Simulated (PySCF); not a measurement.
Excitations are Tamm–Dancoff values on a coarser integration grid. The basis has no diffuse functions, so Rydberg states are missing or too high.

## C₂H₆ClGa, SMILES `[CH3][Ga]([CH3])[Cl]` (charge 0, multiplicity 1)

The numbers are results of PBE-D3(BJ)/def2-TZVP // PBE0-D4/def2-TZVP in PySCF, not measurements.

```json
{
 "HOMO": "-6.55 eV",
 "dipole_moment": "2.71 D",
 "HOMO–LUMO gap": "4.87 eV",
 "LUMO": "-1.69 eV",
 "S1 excitation (TDA)": "4.94 eV",
 "S1 oscillator strength": "0.000",
 "T1 excitation (TDA)": "4.75 eV",
 "S1–T1 gap (TDA)": "0.19 eV",
 "total_energy": "-67059.68 eV",
 "cost": "about 70 core-seconds (a rough figure)"
}
```

Bond lengths (Å): C1–Ga2 1.955, C1–H5 1.093, C1–H6 1.092, C1–H7 1.091, Ga2–C3 1.955, Ga2–Cl4 2.173, C3–H8 1.092, C3–H9 1.093, C3–H10 1.091. Bond angles (°): Ga2–C1–H5 109.2, Ga2–C1–H6 109.8, Ga2–C1–H7 112.2, H5–C1–H6 107.4, H5–C1–H7 108.7, H6–C1–H7 109.4, C1–Ga2–C3 132.8, C1–Ga2–Cl4 113.6, C3–Ga2–Cl4 113.5, Ga2–C3–H8 109.6, Ga2–C3–H9 109.4, Ga2–C3–H10 112.2, H8–C3–H9 107.4, H8–C3–H10 109.3, H9–C3–H10 108.9.
